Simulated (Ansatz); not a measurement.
Consider the substitution at a C–B bond: `C=C(N)B(C)O` + HI → `C=C(N)I` + `CBO`.

Calculated with Ansatz (gas phase, PBE0-D4/def2-TZVP geometries, no zero-point term in ΔE). CBS: MP2 limit from def2 TZ/QZ plus the TZ coupled-cluster correction, frozen cores. def2 core potentials past Kr. For I outer-core shells are correlated without core-valence functions, which leaves a few kJ/mol of doubt a bond. One conformer a species, not always the lowest.

| species | CCSD/def2-TZVPP energy (Eh) |
| --- | --- |
| `C=C(N)B(C)O` | -273.51052 |
| HI | -297.72800 |
| `C=C(N)I` | -430.22179 |
| `CBO` | -140.99249 |

Q: Work out ΔE.

A: ΔE = (-430.22179) + (-140.99249) − (-273.51052) − (-297.72800) = 0.02424 Eh = +63.6 kJ/mol. CCSD(T)/CBS gives +57.5 kJ/mol.

Largest T1 diagnostic among the species: 0.013.

From PBE to PBE0 (25 % exact exchange), in def2-TZVPP and without D4, ΔE moves by +4.5 kJ/mol.
